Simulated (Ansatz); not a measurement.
Species: SnH2 (charge +1, doublet). 
Coordinates optimised at B3LYP-D3(BJ)/def2-TZVP (Ansatz, a first-principles code):
```
Sn
H 1 1.7380
H 1 1.7380 2 119.55
```
Charge +1, spin multiplicity 2.

Basis-set convergence of Hartree-Fock and CCSD correlation energies (hartree) with Ansatz. Valence correlation only, unless marked. UHF or UKS for open shells. Spin-orbit coupling is left out. The frozen core is the preceding noble-gas configuration, with the filled d and f shells of earlier blocks. In def2 rows, elements after Kr have scalar-relativistic effective core potentials.

```json
[
 {"basis": "def2-SVPD", "functions": "48", "E(HF)": "-214.18932", "E(corr, CCSD)": "-0.07649"},
 {"basis": "def2-TZVPPD", "functions": "90", "E(HF)": "-214.19674", "E(corr, CCSD)": "-0.08693"},
 {"basis": "def2-QZVPPD", "functions": "154", "E(HF)": "-214.19817", "E(corr, CCSD)": "-0.09023"}
]
```

Extrapolating the two largest sets (X = 3 and 4) as X^-3: E(corr) = (64·(-0.09023) - 27·(-0.08693))/37 = -0.0926 Eh, an estimate of the basis-set limit. The largest set recovers 97.4 % of it, the smallest 82.6 %.
